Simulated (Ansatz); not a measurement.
# CH2GeSi: where a starting geometry ends

The starting geometry of this gas-phase singlet was optimised with GFN2-xTB.

```yaml
atoms:
  - { symbol: C, position_ang: [-2.5321, -1.7072, -0.3735] }
  - { symbol: Ge, position_ang: [-3.8584, -0.8730, 0.7565] }
  - { symbol: Si, position_ang: [-1.0541, -0.7637, -0.1620] }
  - { symbol: H, position_ang: [-2.7348, -2.5756, -0.9842] }
  - { symbol: H, position_ang: [-2.7870, 0.3358, 1.3254] }
```

Problem. Predict what it relaxes into with r2SCAN-D4/def2-SVP.

Solution. A new bond forms, giving a structure with H5 bridging Si3 and Ge2, given below by its coordinates. Distances that change by over a tenth: Ge2–Si3 (2.95 → 2.63 Å). Contacts that close: Si3–H5 (2.53 → 1.69 Å).

The energy falls by 0.63 eV over 8 steps:

| step | E − E(last) (eV) |
| --- | --- |
| 1 | 0.626 |
| 2 | 0.279 |
| 3 | 0.049 |
| 4 | 0.008 |
| 5 | 0.001 |
| 6 | 0.000 |
| 7 | 0.000 |
| 8 | 0.000 |

Final geometry (Å):

```yaml
atoms:
  - { symbol: C, position_ang: [-2.6197, -1.7249, -0.3563] }
  - { symbol: Ge, position_ang: [-3.8599, -0.8774, 0.7540] }
  - { symbol: Si, position_ang: [-1.3335, -0.5737, 0.0885] }
  - { symbol: H, position_ang: [-2.6844, -2.5929, -1.0157] }
  - { symbol: H, position_ang: [-2.4690, 0.1851, 1.0916] }
```

Frequencies at the end are all real (lowest 358 cm⁻¹). Run with Ansatz 0.2.0, 25 s on 1 thread of Arm Neoverse V2, on a shared host.
